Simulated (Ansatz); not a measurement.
One change: `O[Si@@H](F)[C@@H]1CO1` becomes `F[SiH2]C1CO1`.

Ansatz, PBE0-D4/def2-TZVP geometries, multiplicity 1. Each molecule was computed in one conformer, which needn't be the lowest.

```
                                          property  `O[Si@@H](F)[C@@H]1CO1`
             LUMO energy (ωB97M-V/def2-TZVPP) / eV                     2.01
              HOMO–LUMO gap (PBE0/def2-TZVPP) / eV                     8.49
size of the dipole moment (ωB97M-V/def2-TZVPP) / D                     2.47
                HOMO energy (PBE0/def2-TZVPP) / eV                    -8.20
           HOMO–LUMO gap (ωB97M-V/def2-TZVPP) / eV                    12.58
               HOMO–LUMO gap (PBE/def2-TZVPP) / eV                     5.91
```

Problem. Give the same properties after the change, and the shifts. (Estimate.)

Solution. The calculation gave: 
| property | `F[SiH2]C1CO1` | shift |
| --- | --- | --- |
| LUMO energy (ωB97M-V/def2-TZVPP) / eV | 1.72 | -0.29 |
| HOMO–LUMO gap (PBE0/def2-TZVPP) / eV | 8.03 | -0.46 |
| size of the dipole moment (ωB97M-V/def2-TZVPP) / D | 1.11 | -1.36 |
| HOMO energy (PBE0/def2-TZVPP) / eV | -8.07 | 0.13 |
| HOMO–LUMO gap (ωB97M-V/def2-TZVPP) / eV | 12.17 | -0.41 |
| HOMO–LUMO gap (PBE/def2-TZVPP) / eV | 5.47 | -0.44 |

With PBE0 the HOMO rises by 0.13 eV and the LUMO falls by 0.33 eV, so the gap narrows by about 0.46 eV. PBE moves the HOMO by 0.11 eV and ωB97M-V by 0.11 eV. Dipoles are sizes alone; their direction can turn.
